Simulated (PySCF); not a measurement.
Geometry (Å), atoms numbered from 1 in this order:
```xyz
13

C     3.1885   -0.1914   -0.0030
C     1.8751   -0.7949    0.1053
C     0.7717   -1.3077    0.1942
Si   -0.9086   -1.9930    0.3094
Si   -2.4610   -0.3877   -0.3854
Cl   -1.0989   -3.6255   -0.9680
H     3.9569   -0.8321    0.4569
H     3.2128    0.7863    0.5031
H     3.4608   -0.0329   -1.0582
H    -1.1567   -2.4832    1.6949
H    -2.3951    0.8081    0.5109
H    -2.1301    0.0228   -1.7831
H    -3.8442   -0.9523   -0.3486
```

Geometry: PBE0-D3(BJ)/def2-SVP; GIAO shifts from PySCF, gas phase, non-relativistic, averaged over equivalent atoms.

At WP04/pcSseg-1 (158 basis functions, 15 s wall time on 1 thread of an Arm Neoverse V1, shared host):
| atoms | δ (ppm) |
| --- | --- |
| C2 | 111.3 |
| C3 | 77.0 |
| C1 | 8.3 |
| Si4 | -26.8 |
| Si5 | -83.0 |
| Cl6 | -51.8 |
| H10 | 4.71 |
| H11/H12/H13 | 3.06 |
| H7/H8/H9 | 2.02 |

δ = σ(ref) − σ, references computed at the same level: 13C (σref 172.44) and 29Si (σref 338.69) and 1H (σref 31.56) vs TMS; 35Cl (σref 900.97) against HCl.

Question: Estimate the result of repeating the calculation with B97-D/pcSseg-1.

Answer: 
```json
{"atoms": "C2", "δ at B97-D/pcSseg-1": "112.1", "change": "+0.8"}
{"atoms": "C3", "δ at B97-D/pcSseg-1": "76.8", "change": "-0.2"}
{"atoms": "C1", "δ at B97-D/pcSseg-1": "6.9", "change": "-1.4"}
{"atoms": "Si4", "δ at B97-D/pcSseg-1": "-30.7", "change": "-3.9"}
{"atoms": "Si5", "δ at B97-D/pcSseg-1": "-96.6", "change": "-13.6"}
{"atoms": "Cl6", "δ at B97-D/pcSseg-1": "-26.1", "change": "+25.7"}
{"atoms": "H10", "δ at B97-D/pcSseg-1": "5.45", "change": "+0.74"}
{"atoms": "H11/H12/H13", "δ at B97-D/pcSseg-1": "3.47", "change": "+0.41"}
{"atoms": "H7/H8/H9", "δ at B97-D/pcSseg-1": "2.10", "change": "+0.08"}
```

Chemical shifts δ = σref − σ; TMS for 13C (σ = 179.17 ppm), 29Si (σ = 347.23 ppm), 1H (σ = 31.41 ppm); 35Cl (σ = 925.42 ppm) vs HCl, all at this level.

The largest change is at Cl6 (chlorine bonded to Si). Cost: 158 basis functions, 21 s wall time on 1 thread of an Arm Neoverse V1, shared host. The order of the carbon signals is the same at both levels.
